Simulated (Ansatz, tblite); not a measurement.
Removing an electron: [GaF4]- (GaF4⁻). Total charge -1; singlet. Geometry: PBE0-D4/def2-SVPD. Ansatz, gas phase; energy differences of separate SCF runs; the oxidised species was run as a doublet alone.

```xyz
5

Ga    0.000    0.000    0.000
F    -0.801   -1.579    0.296
F    -0.415    1.139    1.325
F    -0.563    0.673   -1.567
F     1.780   -0.233   -0.055
```

The xTB rows come from tblite. Correlated methods freeze 13 core orbitals; core or outer-core shells of Ga are correlated, in sets that lack core-valence functions. The rows differ in basis, and correlated rows in double-zeta sets carry the largest basis error. In CCSD on the charge 0 doublet the largest single amplitude is 0.24, so its Hartree–Fock determinant may place the open shell otherwise than the density functionals do. HOMO above LUMO, or a gap near zero within one spin, warns that the state may not be the lowest or that an electron is smeared out.

| level | −HOMO (eV) | vertical IE (eV) | −LUMO (eV) | HOMO–LUMO gap (eV) |
| --- | --- | --- | --- | --- |
| GFN1-xTB | 7.84 | 11.39 | 1.45 | 6.39 |
| HF/def2-SVPD | – | 7.72 | – | – |
| r2SCAN-D4/def2-TZVPD | 4.02 | 7.23 | -3.47 | 7.48 |
| PBE0-D4/def2-TZVPD | 5.61 | 7.89 | -3.63 | 9.25 |
| MP2/def2-SVPD | – | 9.47 | – | – |

Estimate the rows for GFN2-xTB, PBE-D4/def2-TZVPD, CCSD/def2-SVPD, CCSD(T)/def2-SVPD.


```json
{"level": "GFN2-xTB", "−HOMO (eV)": "8.39", "vertical IE (eV)": "11.91", "−LUMO (eV)": "1.46", "HOMO–LUMO gap (eV)": "6.92", "remarks": "–"}
{"level": "PBE-D4/def2-TZVPD", "−HOMO (eV)": "3.57", "vertical IE (eV)": "6.89", "−LUMO (eV)": "-2.93", "HOMO–LUMO gap (eV)": "6.50", "remarks": "gap within one spin near zero (doublet)"}
{"level": "CCSD/def2-SVPD", "−HOMO (eV)": "–", "vertical IE (eV)": "9.09", "−LUMO (eV)": "–", "HOMO–LUMO gap (eV)": "–", "remarks": "–"}
{"level": "CCSD(T)/def2-SVPD", "−HOMO (eV)": "–", "vertical IE (eV)": "9.07", "−LUMO (eV)": "–", "HOMO–LUMO gap (eV)": "–", "remarks": "–"}
```

Relaxing the oxidised species (PBE0-D4/def2-SVPD) changes its energy by -0.74 eV at PBE0-D4/def2-TZVPD, so the adiabatic ionisation energy to this nearest minimum is 7.15 eV. At PBE-D4/def2-TZVPD it is 6.82 eV. In the charge 0 doublet, F2 and F4 lie 2.00 Å apart (atoms count from 1), so these atoms are partly bonded to each other.   Raw xTB energy differences between charge states are shifted by several eV; the methods need an empirical correction for them.
